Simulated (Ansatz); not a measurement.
Computed with Ansatz on PBE0-D4/def2-TZVP structures; ΔE is electronic, products minus reactants. CCSD(T)/CBS is the MP2 limit (def2-TZVPP, def2-QZVPP) plus CCSD(T) − MP2 in def2-TZVPP, frozen cores. This one scheme is used for every species. Functionals use def2-TZVPP. B3LYP here is the variant with VWN-RPA as its local correlation; programs differ in this. Each species was taken in one conformer, which may not be the lowest.

Reaction (ligand exchange at the Si–N bond): `[NH2][Al]([F])[NH][SiH3]` + `N=CCF` → `FC/C=N\[SiH3]` + `[NH2][Al]([NH2])[F]`

Question: Is it downhill or uphill in electronic energy at CCSD(T)/CBS, and by how much? (An estimate is asked.)

Answer: The calculation gave: Uphill: ΔE = +33.2 kJ/mol.

Question: What do these levels give: PBE-D4, ωB97X-V, B2PLYP, r2SCAN, PBE0, B3LYP, HF/def2-TZVPP, MP2/def2-TZVPP, SCS-MP2/def2-TZVPP, HF/def2-QZVPP, HF/CBS(def2), MP2/CBS(def2)? (Estimate.)

Answer: Ansatz gave: PBE-D4 28.5, ωB97X-V 31.4, B2PLYP 30.4, r2SCAN 29.8, PBE0 31.2, B3LYP 28.7, HF/def2-TZVPP 33.3, MP2/def2-TZVPP 32.7, SCS-MP2/def2-TZVPP 33.7, HF/def2-QZVPP 33.2, HF/CBS(def2) 33.2, MP2/CBS(def2) 30.4 kJ/mol.

Largest T1 diagnostic among the species: 0.013.
